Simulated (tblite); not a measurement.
Species: C₄H₉N₂OP.
SMILES: `CN1C=CN(C)[PH]1=O`

Level: GFN2-xTB in tblite, geometry and Hessian alike; calculated harmonic values, unscaled, isolated species. Against measured fundamentals such values can be off by several per cent, at times by over 20. Modes of hydrogen on phosphorus can be 10 to 20 % off.

Harmonic wavenumbers (cm⁻¹): 52.5, 119.4, 135.7, 143.0, 156.7, 217.3, 235.8, 383.1, 402.9, 426.1, 468.2, 691.9, 693.1, 722.6, 733.9, 754.1, 827.5, 972.7, 1006.0, 1015.3, 1092.0, 1109.2, 1110.1, 1182.0, 1221.4, 1243.0, 1304.9, 1312.9, 1329.2, 1411.5, 1411.8, 1466.6, 1467.0, 1488.3, 1489.3, 1668.1, 2154.4, 2934.0, 2935.0, 2967.8, 2969.5, 3004.3, 3006.8, 3146.1, 3160.9.

A = 2755, B = 1794, C = 1154 MHz; mass 132.045 u (most abundant isotopes); point group Cs, symmetry number 1.

What is the zero-point energy?

½Σν̃ = 28872 cm⁻¹ = 82.55 kcal/mol.

Give the ideal-gas entropy at 298.15 K and 1 bar in the rigid-rotor, harmonic-oscillator model (classical rotation).

Translation 40.57, rotation 28.42, vibration 25.82: S = 94.8 cal/(mol K).

And Cp and H(298.15 K) − H(0)?

Cp = 35.02 cal/(mol K), of which vibrations give 27.07 (their classical limit is 45 R = 89.4); H(298.15 K) − H(0) = 6.51 kcal/mol without the zero-point energy, 4.14 from vibrations.

What must be added to the electronic energy to get the Gibbs energy at 298.15 K and 1 bar?

ZPE + [H(298.15 K) − H(0)] − T·S = 82.55 + 6.51 − 28.27 = 60.79 kcal/mol.

How do the functions run with temperature in this model?

```
T (K)  S (cal/(mol K))  Cp (cal/(mol K))  H − H(0) (kcal/mol)  G − H(0) (kcal/mol)  ln q(vib)
  100             67.4              18.1                 1.24                -5.50       1.32
  200             82.7              26.6                 3.49               -13.04       3.69
  300             95.0              35.2                 6.57               -21.94       6.06
  500            116.9              51.2                15.28               -43.18      10.67
  800            144.8              67.1                33.24               -82.58      17.28
 1000            160.5              74.0                47.39              -113.14      21.37
```

q(vib) and H(0) count from the zero-point level.

Which modes carry the vibrational entropy at 298.15 K?

52.5 cm⁻¹: 4.72; 119.4 cm⁻¹: 3.11; 135.7 cm⁻¹: 2.86; 143.0 cm⁻¹: 2.76; 156.7 cm⁻¹: 2.59; 217.3 cm⁻¹: 1.98 cal/(mol K); the other 39 give 7.79 together.

Hindered rotation and anharmonicity are outside this model.
